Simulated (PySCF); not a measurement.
Working with the constants of KI

RHF-CCSD(T) constants of KI, ¹Σ⁺ (singlet), closed shell (PySCF, spin-free X2C with a Gaussian nucleus, basis sets K x2c-SVPall, I x2c-SVPall; masses 38.9637 and 126.9045 u):

| Item | Value |
| --- | --- |
| ωe | 184.7 cm⁻¹ |
| ωexe | 0.506 cm⁻¹ |
| Be | 0.058709 cm⁻¹ |
| αe | 0.000261 cm⁻¹ |
| D (centrifugal) | 2.37e-08 cm⁻¹ |
| De to K + I | 3.14 eV |

Give the band origin of the fundamental and the first lines of its P and R branches.

ν0 = ωe − 2ωexe = 183.7 cm⁻¹, B0 = 0.058578, B1 = 0.058317 cm⁻¹.

```json
{"J″": "0", "P(J″) − ν0": "", "R(J″) − ν0": "0.117"}
{"J″": "1", "P(J″) − ν0": "-0.117", "R(J″) − ν0": "0.233"}
{"J″": "2", "P(J″) − ν0": "-0.235", "R(J″) − ν0": "0.348"}
{"J″": "3", "P(J″) − ν0": "-0.353", "R(J″) − ν0": "0.463"}
{"J″": "4", "P(J″) − ν0": "-0.472", "R(J″) − ν0": "0.578"}
{"J″": "5", "P(J″) − ν0": "-0.591", "R(J″) − ν0": "0.692"}
{"J″": "6", "P(J″) − ν0": "-0.711", "R(J″) − ν0": "0.805"}
```

Near which J would the R branch turn back, without centrifugal distortion?

At J ≈ (B0 + B1)/(2(B0 − B1)) − 1 ≈ 220.

Measured values (Huber and Herzberg, Constants of Diatomic Molecules (1979)): ωe = 186.53 cm⁻¹, ωexe = 0.574 cm⁻¹, Be = 0.06087473 cm⁻¹, αe = 0.00026776 cm⁻¹.

Correlated steps freeze 23 core orbitals. Correlated levels converge slowly with the basis: in double zeta they bind strong bonds too weakly, by up to about 1 eV, and carry superposition errors of some tenths. These are scalar-relativistic numbers at best; spin–orbit coupling would shift them, the dissociation energy most. Where the molecule has an RHF reference, its open-shell atoms are computed with UHF.
